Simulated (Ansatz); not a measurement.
The inner images of a band of H2 + H4O4Zr (11 atoms, charge 0, multiplicity 1) are given out of order.

Method: RKS PBE-D4/def2-SVP (Ansatz 0.2.0).

Initial state:

```xyz
11
Properties=species:S:1:pos:R:3
Zr -0.324 -0.400 -0.038
O -0.173 0.050 1.850
H -0.207 0.121 2.812
O 1.449 -0.590 -0.796
H 2.355 -0.627 -1.122
O -1.281 1.013 -0.955
H -1.723 1.738 -1.411
O -1.290 -2.068 -0.229
H -1.737 -2.896 -0.441
H 1.675 2.666 2.138
H 1.230 2.043 2.045
```

Final state:

```xyz
11
Properties=species:S:1:pos:R:3
Zr -0.007 0.332 -0.021
O 0.867 -0.238 2.143
H 0.072 -0.800 2.317
O 1.720 -0.045 -0.813
H 2.472 -0.555 -1.142
O -1.158 0.988 -1.424
H -1.644 1.429 -2.132
O -1.142 -1.091 0.825
H -1.951 -1.514 0.493
H 0.051 1.936 1.000
H 0.694 0.609 2.605
```

Problem. Put them in order from the first end to the last, with their energies above the first end.
A.
```xyz
11
Properties=species:S:1:pos:R:3
Zr 0.078 -0.085 0.118
O 0.742 -0.192 2.010
H 0.328 -0.557 2.809
O 1.687 -0.431 -0.938
H 2.439 -1.035 -0.834
O -0.930 1.168 -1.001
H -1.434 1.880 -1.418
O -1.122 -1.614 0.251
H -1.958 -1.901 -0.145
H -0.079 2.171 1.251
H 0.224 1.646 1.749
```
B.
```xyz
11
Properties=species:S:1:pos:R:3
Zr -0.148 -0.482 -0.025
O 0.144 -0.074 1.855
H 0.235 -0.055 2.815
O 1.550 -0.908 -0.854
H 2.412 -1.145 -1.215
O -0.931 1.059 -0.899
H -1.177 1.904 -1.294
O -1.347 -1.997 -0.183
H -2.009 -2.669 -0.385
H 0.680 3.088 2.050
H 0.565 2.328 1.988
```
C.
```xyz
11
Properties=species:S:1:pos:R:3
Zr -0.034 -0.454 0.009
O 0.343 -0.117 1.892
H 0.342 -0.235 2.850
O 1.622 -0.934 -0.882
H 2.519 -1.229 -1.080
O -0.804 1.114 -0.829
H -1.065 1.952 -1.229
O -1.305 -1.916 -0.106
H -2.126 -2.377 -0.317
H 0.191 2.997 1.691
H 0.292 2.250 1.853
```
D.
```xyz
11
Properties=species:S:1:pos:R:3
Zr -0.015 0.234 -0.030
O 0.867 -0.106 2.157
H 0.171 -0.637 2.598
O 1.721 -0.143 -0.815
H 2.440 -0.762 -1.006
O -1.094 1.072 -1.392
H -1.627 1.720 -1.870
O -1.122 -1.268 0.628
H -1.888 -1.729 0.246
H -0.048 1.821 1.088
H 0.569 0.848 2.249
```
E.
```xyz
11
Properties=species:S:1:pos:R:3
Zr 0.037 0.107 0.040
O 0.824 0.016 2.103
H 0.265 -0.469 2.740
O 1.717 -0.250 -0.877
H 2.414 -0.925 -0.878
O -1.005 1.106 -1.260
H -1.551 1.859 -1.524
O -1.078 -1.461 0.400
H -1.866 -1.877 0.016
H -0.106 1.820 1.217
H 0.324 1.124 1.875
```
F.
```xyz
11
Properties=species:S:1:pos:R:3
Zr -0.241 -0.447 -0.036
O -0.006 -0.024 1.849
H 0.034 0.001 2.813
O 1.492 -0.760 -0.841
H 2.365 -0.900 -1.227
O -1.115 1.038 -0.921
H -1.482 1.821 -1.349
O -1.332 -2.039 -0.210
H -1.896 -2.788 -0.435
H 1.221 2.927 2.157
H 0.934 2.220 2.052
```
G.
```xyz
11
Properties=species:S:1:pos:R:3
Zr 0.034 -0.304 0.052
O 0.538 -0.169 1.947
H 0.340 -0.473 2.845
O 1.666 -0.700 -0.949
H 2.502 -1.181 -0.873
O -0.864 1.174 -0.831
H -1.247 1.921 -1.307
O -1.204 -1.806 0.025
H -2.101 -2.054 -0.240
H 0.029 2.607 1.368
H 0.282 2.034 1.817
```

Solution. F (0.00 eV), B (+0.01 eV), C (+0.04 eV), G (+0.18 eV), A (+0.49 eV), E (+1.07 eV), D (+0.87 eV).

Time of the run: 2.7 min on 4 threads of INTEL(R) XEON(R) PLATINUM 8581C CPU @ 2.30GHz (Emerald Rapids), on a shared host, peak memory 0.2 GiB.
